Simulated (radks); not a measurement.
Problem. W4+, 70 electrons, occupied as [Xe] 4f14 5d2. Method: scalar-relativistic Kohn-Sham, PBEsol, spin-polarised, spherical densities, point nucleus; open shells are filled with parallel spins first (spin-orbit coupling, left out, can overturn this in heavy ions); computed with a radial shooting solver on a logarithmic mesh with Libxc functionals. Some entries of the table are withheld. Estimate them.

orbital,occ.,eigenvalue (eV),<r^2> (bohr^2)
1s down,1,-69516.41,0.0004630
1s up,1,-69516.40,0.0004630
2s up,1,-12034.93,0.007121
2s down,1,-12034.81,0.007121
2p up,3,-10531.02,0.005893
2p down,3,-10530.92,0.005893
3s up,1,-2805.006,0.04624
3s down,1,-2804.970,0.04624
3p up,3,-2359.743,0.04701
3p down,3,-2359.703,0.04701
3d up,5,-1847.674,0.03899
3d down,5,-1847.598,0.03899
4s up,1,-612.9472,0.2282
4s down,1,-612.8476,0.2282
4p up,3,-466.8975,0.2601
4p down,3,-466.8029,0.2601
4d up,5,-281.8883,0.3033
4d down,5,-281.7726,0.3030
5s up,1,-122.6750,1.262
5s down,1,-121.5855,1.250
5p up,3,(1),1.691
5p down,3,(2),1.673
4f up,7,-76.8405,0.4599
4f down,7,-76.5849,0.4542
5d up,2,-44.3390,3.138
5d down,0,-42.4656,3.143

Solution. 
(1) 5p up eigenvalue (eV): -86.3110
(2) 5p down eigenvalue (eV): -84.8606
